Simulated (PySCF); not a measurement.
A GIAO shielding run with PySCF (density fitting, non-relativistic, gas phase) on SMILES C[SiH2]S[Si@H](C)[SiH2]O[SiH3], C$_{2}$H$_{14}$OSSi$_{4}$:

```
$ OMP_NUM_THREADS=1 python probes_run.py task.json out

{"job": {"kind": "nmr", "xc": "PBE0", "basis": "pcSseg-1"}, "charge": 0, "multiplicity": 1}
C     -2.973749    -1.410366    -1.087416
Si    -3.017260     0.388966    -0.497206
S     -2.219825     0.539247     1.486895
Si    -0.054682     0.668362     1.283671
C      0.346549     2.415259     0.625206
Si     0.837447    -0.997798    -0.039904
O      2.432967    -0.786872     0.150093
Si     4.048925    -0.818664     0.110504
H     -1.955696    -1.780248    -1.175975
H     -3.452561    -1.510582    -2.056402
H     -3.499275    -2.056769    -0.389774
H     -4.379921     0.884237    -0.352310
H     -2.241526     1.246032    -1.394813
H      0.299448     0.633752     2.709624
H      1.420909     2.565190     0.566144
H     -0.063031     2.571205    -0.370488
H     -0.066368     3.187205     1.269962
H      0.584109    -0.878506    -1.486625
H      0.559724    -2.390289     0.333336
H      4.448554     0.433043    -0.528812
H      4.471007    -1.983074    -0.664449
H      4.463842    -0.899944     1.507888
```

Hardware: 1 thread of an Arm Neoverse V2, shared host. The job also computes population analyses, field gradients.

**Question.** How large is the calculation?

**Answer.** 106 electrons, 241 basis functions and 1372 auxiliary functions.

**Question.** How long does it take, and how much memory does it need?

**Answer.** 58 s of wall time, with 12 SCF cycles and 4 response iterations; peak memory 1.1 GiB. Times on a shared host scatter by some tens of per cent.
